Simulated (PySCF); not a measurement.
C2H6N2OSi, SMILES N[Si@@H]1COC=N1. Coordinates come from a PBE-D3(BJ)/def2-SVP optimisation. The structure was generated by enumeration; whether it is a known compound was not checked. One conformer was computed; it need not be the lowest.

These are PBE-D3(BJ)/def2-SVP in PySCF values and carry that method's errors.

Harmonic wavenumbers (cm⁻¹): 122, 161, 262, 279, 418, 452, 474, 602, 644, 699, 746, 782, 831, 866, 905, 916, 944, 1063, 1158, 1207, 1309, 1390, 1497, 1640, 2192, 2993, 3050, 3052, 3487, 3582. Rotational constants (GHz): 5.703, 2.458, 1.991; symmetry number 1.

Task: Work out the zero-point energy and the ideal-gas rigid-rotor harmonic-oscillator thermochemistry at 298.15 K and 1 atm.

Result: ZPE = ½ Σ hcν = ½ × 37724 cm⁻¹ = 53.93 kcal/mol. H − E(el) = 58.80 kcal/mol. Entropy in cal/(mol K): translation 39.78, rotation 26.85, vibration 13.77, total 80.39. G − E(el) = 34.83 kcal/mol. Cp = 27.23 cal/(mol K). Modes under 150 cm⁻¹ make the vibrational entropy uncertain.
